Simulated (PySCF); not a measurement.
Dipole response of Sc+ (scandium, charge +1)

[Ar] 4s2, closed-shell 1S (an excited configuration). All numbers are calculated (PySCF 2.14, scalar relativity by spin-free X2C-1e, in aug-cc-pwCVTZ-DK with one added diffuse shell each of s, p, d, f, g type (11s10p8d5f4g, 152 functions)). Coupled (time-dependent) response in atomic units; α is the mean over directions.

```tsv
method	mean α (bohr³)	C₆ (like pair)	S(−4)
PBE0	61.81	545.2	1880
```

S(−4) is the Cauchy moment in α(ω) = α(0) + S(−4) ω² + …

α(iu) at PBE0:

```
u (hartree)  α(iu) (bohr³)
          0          61.81
     0.0500          57.45
      0.100          47.52
      0.200          28.59
      0.300          17.75
      0.500          8.806
      0.750          5.048
       1.00          3.455
       1.50          2.024
       2.00          1.354
       3.00         0.7324
       5.00         0.3188
```

A single London oscillator, α(iu) = α/(1 + u²/ω²), gives C₆ = (3/4) ω α². Matching the computed C₆ needs ω = 4 × 545.2 / (3 × 61.81²) = 0.190 hartree.

For an ion, C₆ is the dispersion term alone; charge-induced terms of lower order in 1/R come first.
